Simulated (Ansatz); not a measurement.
The cluster Cu5H5⁺. The state is a doublet with charge 1. Geometry PBE-D4/def2-SVP, that of the neutral singlet; atoms count from 1.

| atom | x (Å) | y (Å) | z (Å) |
| --- | --- | --- | --- |
| Cu1 | -0.434 | -1.422 | -1.368 |
| Cu2 | -0.760 | 1.077 | 1.523 |
| Cu3 | 1.706 | -0.471 | -0.966 |
| Cu4 | 1.430 | 1.290 | 0.615 |
| Cu5 | -1.956 | -0.478 | 0.185 |
| H6 | -2.146 | 0.253 | 1.610 |
| H7 | 2.587 | 0.737 | -0.361 |
| H8 | 1.103 | -1.771 | -1.712 |
| H9 | -2.037 | -1.274 | -1.219 |
| H10 | 0.508 | 2.060 | 1.692 |

Another isomer (singlet) lies 0.02 eV lower at PBE0-D4/def2-TZVP.

Problem. Estimate the Mulliken populations from the PBE0/def2-TZVP orbitals of Ansatz.

Solution. 
```
atom  charge (e)  spin (α − β)  d electrons
 Cu1       -0.14          0.28         9.72
 Cu2       -0.16          0.16         9.76
 Cu3       -0.17          0.00         9.88
 Cu4       -0.14          0.27         9.73
 Cu5       -0.16          0.19         9.74
  H6        0.35         -0.01            –
  H7        0.36          0.06            –
  H8        0.35          0.06            –
  H9        0.35          0.00            –
 H10        0.36          0.00            –
```
Mulliken values and Mayer orders depend strongly on the basis.

Problem. Where does the spin sit?

Solution. Summed by element: Cu 0.89, H 0.11, of 1 unpaired in all. Largest on single atoms: Cu1 0.28, Cu4 0.27, Cu5 0.19.

Problem. And the Mayer bond orders between bonded heavy atoms (over 0.3)?

Solution. Cu1–Cu3 0.50 (2.38 Å); Cu1–Cu5 0.62 (2.37 Å); Cu2–Cu4 0.60 (2.38 Å); Cu2–Cu5 0.56 (2.38 Å); Cu3–Cu4 0.50 (2.38 Å).
